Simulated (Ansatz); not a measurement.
`C[O][Sn]([F])([F])[F]` + H₂O → `[OH][Sn]([F])([F])[F]` + CH₃OH at 400 K and 1 bar (formal hydrolysis of the Sn–O bond).

Calculated with Ansatz (gas phase, PBE0-D4/def2-TZVP geometries, no zero-point term in ΔE). CCSD(T)/CBS is the MP2 limit (def2-TZVPP, def2-QZVPP) plus CCSD(T) − MP2 in def2-TZVPP, frozen cores. This one scheme is used for every species. Elements past krypton have def2 core potentials. For Sn outer-core shells are correlated without core-valence functions, which leaves a few kJ/mol of doubt a bond. One conformer a species, not always the lowest.

```json
{"species": "`C[O][Sn]([F])([F])[F]`", "CCSD(T)/CBS energy (Eh)": "-628.53137", "H − E (kJ/mol)": "163.2", "S (J/(mol·K))": "439.8"}
{"species": "H₂O", "CCSD(T)/CBS energy (Eh)": "-76.37941", "H − E (kJ/mol)": "69.8", "S (J/(mol·K))": "198.6"}
{"species": "`[OH][Sn]([F])([F])[F]`", "CCSD(T)/CBS energy (Eh)": "-589.29279", "H − E (kJ/mol)": "81.9", "S (J/(mol·K))": "392.7"}
{"species": "CH₃OH", "CCSD(T)/CBS energy (Eh)": "-115.61712", "H − E (kJ/mol)": "151.2", "S (J/(mol·K))": "252.6"}
```

H − E and S are ideal-gas, rigid-rotor, harmonic terms from PBE0-D4/def2-TZVP, for one conformer and one mirror image of each species. 1 Eh = 2625.50 kJ/mol, R = 8.31446 J/(mol·K).

Q: By hand: ΔE, ΔH, ΔS and ΔG.

A: ΔE = (-589.29279) + (-115.61712) − (-628.53137) − (-76.37941) = 0.00087 Eh = 2.3 kJ/mol. Δ(H − E) = 81.9 + 151.2 − 163.2 − 69.8 = 0.1, so ΔH = 2.4 kJ/mol. ΔS = 392.7 + 252.6 − 439.8 − 198.6 = 6.9 J/(mol·K). ΔG = 2.4 − 400 × (6.9)/1000 = -0.4 kJ/mol.

Q: By hand: the equilibrium constant, and the temperature at which ΔG would vanish if ΔH and ΔS stayed fixed.

A: log₁₀ K = −ΔG/(RT ln 10) = 0.1. ΔG = 0 at ΔH/ΔS = 348 K, though so small a ΔH makes that figure unsure.

TΔS isn't small against ΔH here. The sign of ΔG lies within the doubt. A doubt of 5 kJ/mol in ΔE shifts log₁₀ K by 0.7 here. Other conformers and mirror images would add mixing entropy, several J/(mol·K) or more a flexible species. Modes under 60 cm⁻¹, often nearly free rotors, make the harmonic entropy too high. These are equilibria of isolated gas molecules and say nothing of rates. Largest T1 diagnostic: 0.015 (customary marks: 0.02 for closed shells, 0.045 for open ones).
